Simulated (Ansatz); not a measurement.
One geometry of C2H6GaNO, SMILES `C=N[CH2][GaH][OH]`, several functionals.

```yaml
crystal:
  periodic: [false, false, false]
  atoms:
    - {symbol: C, position_ang: [-0.345877, 1.438287, 1.242534]}
    - {symbol: N, position_ang: [-0.733082, 0.353222, 0.730717]}
    - {symbol: C, position_ang: [0.190490, -0.733637, 0.614915]}
    - {symbol: Ga, position_ang: [0.520968, -1.064453, -1.320617]}
    - {symbol: O, position_ang: [-0.484531, -0.091168, -2.429448]}
    - {symbol: H, position_ang: [0.668472, 1.586860, 1.638921]}
    - {symbol: H, position_ang: [-1.038256, 2.275984, 1.305036]}
    - {symbol: H, position_ang: [-0.278132, -1.648761, 0.993785]}
    - {symbol: H, position_ang: [1.133962, -0.584012, 1.163509]}
    - {symbol: H, position_ang: [1.531045, -2.046342, -1.986077]}
    - {symbol: H, position_ang: [-1.099660, 0.456920, -1.932675]}
basis:
  gaussian: {orbitals: def2-TZVPP}
hamiltonian: {xc: pbe, dispersion: d4}
output: {forces: true, orbitals: {seedname: orbitals}}
```

```sh
$ ansatz run in.yaml --threads 4 --pin off --events-out ev --progress --plain --max-ram 10444MiB
```

Output, abridged:

```
Functional definition: PBE
  name "PBE"
  cite "Perdew, Burke & Ernzerhof, Phys. Rev. Lett. 77, 3865 (1996) doi:10.1103/PhysRevLett.77.3865"
  parent pbe
  parameter kappa = 0.804
  parameter beta = 0.06672455060314922
  exchange = pbe_x(kappa = kappa, mu = beta*pi^2/3)
  correlation = pbe_c(beta = beta)
1388 factors; their error is unknown
mean field evaluation 1: about -58055.7942 eV, gradient 9.9e1 eV
mean field evaluation 2: about -57949.1683 eV, gradient 2.2e2 eV
mean field evaluation 4: about -58073.2996 eV, gradient 2.2e1 eV
mean field evaluation 8: about -58074.2563 eV, gradient 3.3e-1 eV
mean field evaluation 16: about -58074.2277 eV, gradient 9.6e-3 eV
mean field -58074.22770387 eV, -2134.1885039920 hartree, gradient 1.5e-5 eV, S^2 0.000000; 0 other end points of the search recorded, 0 dependent functions left out
the calculation of the forces begins
reference -58074.22775002 eV, -2134.1885056879 hartree; 32, 32 occupied and 224, 224 virtual orbitals, 1388 factors
Total energy: -58074.45415510 eV, -2134.1968259211 hartree
Atom 0 at    -0.345877     1.438287     1.242534 Å, force     0.142633     0.565581     0.237853 eV/Å
Atom 1 at    -0.733082     0.353222     0.730717 Å, force    -0.410554    -0.576319    -0.340883 eV/Å
Atom 2 at     0.190490    -0.733637     0.614915 Å, force    -0.035588    -0.009911     0.036171 eV/Å
Atom 3 at     0.520968    -1.064453    -1.320617 Å, force     0.240088    -0.239205     0.154554 eV/Å
Atom 4 at    -0.484531    -0.091168    -2.429448 Å, force     0.058149    -0.034826    -0.575077 eV/Å
Atom 5 at     0.668472     1.586860     1.638921 Å, force     0.251180     0.054476     0.107695 eV/Å
Atom 6 at    -1.038256     2.275984     1.305036 Å, force    -0.142544     0.195823     0.020076 eV/Å
Atom 7 at    -0.278132    -1.648761     0.993785 Å, force    -0.083904    -0.203552     0.043170 eV/Å
Atom 8 at     1.133962    -0.584012     1.163509 Å, force     0.235913     0.022298     0.104999 eV/Å
Atom 9 at     1.531045    -2.046342    -1.986077 Å, force     0.047099    -0.045085    -0.058758 eV/Å
Atom 10 at    -1.099660     0.456920    -1.932675 Å, force    -0.302473     0.270721     0.270200 eV/Å
Dipole moment:     0.213517     0.029190     0.437834 e Å
```

Run time 2.8 s (4 threads of an Arm Neoverse V1 on a shared host); peak host memory 0.34 GiB.

The same input with `hamiltonian: {xc: {name: wB97M-V}}` (abridged; 14 s):

```
Functional definition: wB97M-V
mean field evaluation 16: about -58083.8951 eV, gradient 6.6e-4 eV
mean field -58083.89506522 eV, -2134.5437729686 hartree, gradient 3.8e-5 eV, S^2 0.000000
Total energy: -58083.89511848 eV, -2134.5437749259 hartree
Atom 0 force     0.025415     0.090043     0.037406 eV/Å
Atom 1 force    -0.238543     0.282628     0.034280 eV/Å
Atom 2 force     0.298981    -0.358047    -0.073020 eV/Å
Atom 3 force     0.139334    -0.119095     0.036747 eV/Å
Atom 4 force    -0.069046     0.063474     0.028310 eV/Å
Atom 5 force    -0.087962    -0.044127    -0.044480 eV/Å
Atom 6 force     0.060797    -0.080535    -0.002343 eV/Å
Atom 7 force     0.044578     0.094492     0.000268 eV/Å
Atom 8 force    -0.094595    -0.002883    -0.023141 eV/Å
Atom 9 force    -0.095667     0.087836     0.060336 eV/Å
Atom 10 force     0.016708    -0.013785    -0.054362 eV/Å
Dipole moment:     0.248915     0.042869     0.490208 e Å
```
